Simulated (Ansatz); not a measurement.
Harmonic frequencies (cm⁻¹) at PBE0-D4/def2-TZVP from Ansatz: 66, 214, 214, 348, 380, 380, 525, 525, 622, 622, 721, 821, 1135, 1254, 1254, 1272, 1272, 1426.

Question: Which molecule is it?
A. `FC1CO1`
B. `FC1(F)OC1(F)F`
C. `FC(F)(F)C(F)(F)F`
D. `C=C(F)C(F)F`

Answer: C.
